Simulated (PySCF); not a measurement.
AgI, triplet, geometry from GFN2-xTB (such geometries of metal compounds can be far from the true shape) (the multiplicity is a formal guess) (all electrons, no relativity); CAMB3LYP/3-21G in PySCF.

Here is a job for PySCF.
```python
from pyscf import gto, scf, dft

mol = gto.Mole()
mol.atom = '''
    Ag   -0.000000   -0.000000   -1.542697
    I     0.000000    0.000000    1.368052
'''
mol.basis = '3-21g'
mol.charge = 0
mol.spin = 2
mol.verbose = 4
mol.build()

mf = dft.UKS(mol)
mf.xc = 'camb3lyp'
mf.kernel()
mf.analyze()
```

Output, abridged:

```
PySCF version 2.14.0

[INPUT] verbose = 4
[INPUT] num. atoms = 2
[INPUT] num. electrons = 100
[INPUT] charge = 0
[INPUT] spin (= nelec alpha-beta = 2S) = 2
[INPUT] symmetry False subgroup None
[INPUT] Mole.unit = angstrom
[INPUT] Symbol           X                Y                Z      unit          X                Y                Z       unit  Magmom
[...]
nuclear repulsion = 452.866403939921
number of shells = 27
number of NR pGTOs = 162
number of NR cGTOs = 67
basis = 3-21g
ecp = {}

******** <class 'pyscf.dft.uks.UKS'> ********
method = UKS
initial guess = minao
damping factor = 0
level_shift factor = 0
DIIS = <class 'pyscf.scf.diis.CDIIS'>
diis_start_cycle = 1
diis_space = 8
diis_damp = 0
SCF conv_tol = 1e-09
SCF conv_tol_grad = None
SCF max_cycles = 50
direct_scf = True
direct_scf_tol = 1e-13
number electrons alpha = 51  beta = 49
XC library pyscf.dft.libxc version 7.1.2
    S. Lehtola, C. Steigemann, M. J. T. Oliveira, and M. A. L. Marques,  SoftwareX 7, 1–5 (2018)
XC functionals = camb3lyp
    T. Yanai, D. P. Tew, and N. C. Handy,  Chem. Phys. Lett. 393, 51 (2004)
radial grids:
    Treutler-Ahlrichs [JCP 102, 346 (1995); DOI:10.1063/1.469408] (M4) radial grids

becke partition: Becke, JCP 88, 2547 (1988); DOI:10.1063/1.454033
pruning grids: <function nwchem_prune>
grids dens level: 3
symmetrized grids: False
atomic radii adjust function: <function treutler_atomic_radii_adjust>
small_rho_cutoff = 0
Set gradient conv threshold to 3.16228e-05
tot grids = 44400
init E= -12039.3043483609

cycle= 1 E= -12066.317271205  delta_E=  -27  |g|= 0.271  |ddm|= 1.29

cycle= 2 E= -12066.3159826623  delta_E= 0.00129  |g|= 0.279  |ddm|= 0.482

cycle= 3 E= -12066.3393642627  delta_E= -0.0234  |g|= 0.0147  |ddm|= 0.255

cycle= 4 E= -12066.3395234597  delta_E= -0.000159  |g|= 0.00281  |ddm|= 0.03

cycle= 5 E= -12066.339539974  delta_E= -1.65e-05  |g|= 0.00086  |ddm|= 0.012

cycle= 6 E= -12066.3395426074  delta_E= -2.63e-06  |g|= 0.000178  |ddm|= 0.00595

cycle= 7 E= -12066.3395427771  delta_E= -1.7e-07  |g|= 6.4e-05  |ddm|= 0.00168

cycle= 8 E= -12066.339542788  delta_E= -1.09e-08  |g|= 2.56e-05  |ddm|= 0.000325

cycle= 9 E= -12066.33954279  delta_E= -2.01e-09  |g|= 6.1e-06  |ddm|= 0.000162

cycle= 10 E= -12066.3395427901  delta_E= -1.2e-10  |g|= 2.47e-06  |ddm|= 5.1e-05

Extra cycle  E= -12066.3395427902  delta_E= -3.46e-11  |g|= 1.42e-06  |ddm|= 1.02e-05
converged SCF energy = -12066.3395427902  <S^2> = 2.0012458  2S+1 = 3.0008304
**** SCF Summaries ****
Total Energy =                      -12066.339542790150517
Nuclear Repulsion Energy =             452.866403939920644
One-electron Energy =               -17539.697532211575890
Two-electron Energy =                 5020.491585481503535
Two-electron Coulomb Energy =         5343.468229969284948
DFT Exchange-Correlation Energy =     -322.976644487781527
**** MO energy ****
                             alpha | beta                alpha | beta
[...]
To work with the spin densities directly, `use mulliken_meta_spin()` only printing them here.

 ** Mulliken spin pop alpha/beta on meta-lowdin orthogonal AOs **
 ** Mulliken Spin Density (per AO)  **
spin_pop of  0 Ag 1s        0.00000
spin_pop of  0 Ag 2s        0.00001
spin_pop of  0 Ag 3s        0.00005
spin_pop of  0 Ag 4s        0.00017
spin_pop of  0 Ag 5s        0.89577
spin_pop of  0 Ag 6s        0.00097
spin_pop of  0 Ag 2px      -0.00000
spin_pop of  0 Ag 2py      -0.00000
spin_pop of  0 Ag 2pz      -0.00000
spin_pop of  0 Ag 3px      -0.00000
spin_pop of  0 Ag 3py      -0.00000
spin_pop of  0 Ag 3pz       0.00000
spin_pop of  0 Ag 4px      -0.00005
spin_pop of  0 Ag 4py      -0.00005
spin_pop of  0 Ag 4pz      -0.00009
spin_pop of  0 Ag 5px      -0.00016
spin_pop of  0 Ag 5py      -0.00018
spin_pop of  0 Ag 5pz       0.00826
spin_pop of  0 Ag 6px       0.00007
spin_pop of  0 Ag 6py       0.00012
spin_pop of  0 Ag 6pz       0.00618
spin_pop of  0 Ag 3dxy      0.00000
spin_pop of  0 Ag 3dyz      0.00001
spin_pop of  0 Ag 3dz^2     0.00000
spin_pop of  0 Ag 3dxz      0.00000
spin_pop of  0 Ag 3dx2-y2    0.00000
spin_pop of  0 Ag 4dxy      0.00010
spin_pop of  0 Ag 4dyz      0.03035
spin_pop of  0 Ag 4dz^2     0.00685
spin_pop of  0 Ag 4dxz      0.02505
spin_pop of  0 Ag 4dx2-y2    0.00009
spin_pop of  0 Ag 5dxy     -0.00009
spin_pop of  0 Ag 5dyz     -0.00005
spin_pop of  0 Ag 5dz^2    -0.00009
spin_pop of  0 Ag 5dxz     -0.00006
spin_pop of  0 Ag 5dx2-y2   -0.00009
spin_pop of  1 I 1s        0.00000
spin_pop of  1 I 2s        0.00000
spin_pop of  1 I 3s        0.00000
spin_pop of  1 I 4s        0.00004
spin_pop of  1 I 5s        0.01669
spin_pop of  1 I 6s        0.00183
spin_pop of  1 I 2px       0.00000
spin_pop of  1 I 2py       0.00000
spin_pop of  1 I 2pz       0.00000
spin_pop of  1 I 3px       0.00003
spin_pop of  1 I 3py       0.00003
spin_pop of  1 I 3pz       0.00001
spin_pop of  1 I 4px       0.00016
spin_pop of  1 I 4py       0.00019
spin_pop of  1 I 4pz       0.00004
spin_pop of  1 I 5px       0.42690
spin_pop of  1 I 5py       0.51761
spin_pop of  1 I 5pz       0.06142
spin_pop of  1 I 6px       0.00002
spin_pop of  1 I 6py       0.00002
spin_pop of  1 I 6pz       0.00187
spin_pop of  1 I 3dxy     -0.00000
spin_pop of  1 I 3dyz     -0.00000
spin_pop of  1 I 3dz^2     0.00000
spin_pop of  1 I 3dxz     -0.00000
spin_pop of  1 I 3dx2-y2   -0.00000
spin_pop of  1 I 4dxy     -0.00000
spin_pop of  1 I 4dyz     -0.00000
spin_pop of  1 I 4dz^2    -0.00000
spin_pop of  1 I 4dxz     -0.00000
spin_pop of  1 I 4dx2-y2   -0.00000
 ** Mulliken Spin Density (per atom)  **
spin density of  0 Ag =      0.97314
spin density of  1 I =      1.02686
 ** Mulliken pop alpha/beta on meta-lowdin orthogonal AOs **
 ** Mulliken pop       alpha | beta **
In total            51.00000 | 49.00000
 ** Mulliken atomic charges   ( Nelec_alpha | Nelec_beta ) **
charge of  0Ag =     -0.03705  (    24.00509     23.03196 )
charge of  1I =      0.03705  (    26.99491     25.96804 )
Dipole moment(X, Y, Z, Debye):  0.00000,  0.00000,  2.55410
```
